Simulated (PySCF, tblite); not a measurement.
Isomers of C7H8N2O, one GFN2-xTB conformer each. Single-point energies are computed at PBE0/pcSseg-1 (PySCF, gas phase, no added dispersion term), electronic only.

```csv
SMILES,GFN2-xTB relative energy (kcal/mol)
C[C@@]1(C(N)=O)C=C1CC#N,46.9
CC(=O)c1cc(C)cnn1,0.0
```

Conformers: `[CH3:1][C@@:2]1([C:3]([NH2:4])=[O:5])[CH:6]=[C:7]1[CH2:8][C:9]#[N:10]` with C1–C2–C3–N4 9°, C2–C3–N4–H -179° and 0°, C6–C7–C8–C9 132°; `[CH3:1][C:2](=[O:3])[c:4]1[cH:5][c:6]([CH3:7])[cH:8][n:9][n:10]1` with C1–C2–C4–C5 180°.

Problem. What does PBE0/pcSseg-1 give for the same structures?

Solution. 
```
                 SMILES  PBE0/pcSseg-1 E (Eh)  PBE0/pcSseg-1 (kcal/mol)  GFN2-xTB (kcal/mol)  point group
      CC(=O)c1cc(C)cnn1            -455.67618                       0.0                  0.0            –
C[C@@]1(C(N)=O)C=C1CC#N            -455.62875                      29.8                 46.9           C1
```

Both levels put the same isomer lowest. As drawn, the lower has an aromatic ring and an N–N linkage, which the higher lacks; the higher has a three-membered ring, a C≡N group and an N–H bond, which the lower lacks.

Problem. Which frontier levels, dipoles and rotational constants go with these structures?

Solution. 
```
                 SMILES  HOMO (eV, PBE0/pcSseg-1)  LUMO (eV)  dipole (D)       A, B, C (MHz)
      CC(=O)c1cc(C)cnn1                     -6.91      -2.13        3.28  2742, 972.6, 724.3
C[C@@]1(C(N)=O)C=C1CC#N                     -7.33      -0.46        2.83  2158, 894.5, 833.2
```

Problem. What happens when harmonic zero-point energies from GFN2-xTB frequencies are added?

Solution. 
```csv
SMILES,ZPE (kcal/mol),electronic (kcal/mol),with ZPE (kcal/mol)
CC(=O)c1cc(C)cnn1,85.7,0.0,0.0
C[C@@]1(C(N)=O)C=C1CC#N,84.4,29.8,28.5
```

The zero-point energies span 1.3 kcal/mol. The order is unchanged.
